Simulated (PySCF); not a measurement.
System: CH$_{7}$FNSi$_{2}$, net charge -1, singlet state. It need not be the lowest isomer of its formula. Whether it binds its extra electron was not tested at this geometry. SMILES: [CH2-][Si@H](F)N[SiH3]
Coordinates optimised at B3LYP-D3(BJ)/def2-TZVP (Ansatz):
```xyz
12

Si     0.7872     0.5939    -0.3031
C      1.4894    -0.9746    -0.5885
F      1.3390     1.7137     0.7976
N     -0.8412     0.3686     0.3197
Si    -1.6610    -1.1024     0.0240
H      0.7762     1.4450    -1.5372
H      2.1685    -1.1285    -1.4231
H      1.5543    -1.7386     0.1818
H     -1.2882     1.0663     0.8963
H     -3.0394    -0.9164     0.6125
H     -1.1452    -2.3249     0.6961
H     -1.8921    -1.4401    -1.4042
```
Charge -1, spin multiplicity 1.

Dispersion corrections to the total energy (kcal/mol) from the dftd3 and dftd4 libraries through PySCF: D3(BJ) without and D4 with the three-body term, each with the damping fitted for the functional named.

| functional | D3(BJ) | D4 |
|---|---|---|
| BHLYP | -9.63 | ___ |
| HF | -49.45 | -25.78 |
| TPSS | -8.40 | -10.21 |
| TPSSh | -7.81 | ___ |
| B3LYP | ___ | -12.20 |
| B2GP-PLYP | -5.21 | -3.25 |
| HSE06 | -4.69 | -6.02 |

Question: Some entries are withheld; supply them.

Answer: 
- BHLYP, D4: -9.44
- TPSSh, D4: -9.28
- B3LYP, D3(BJ): -11.78
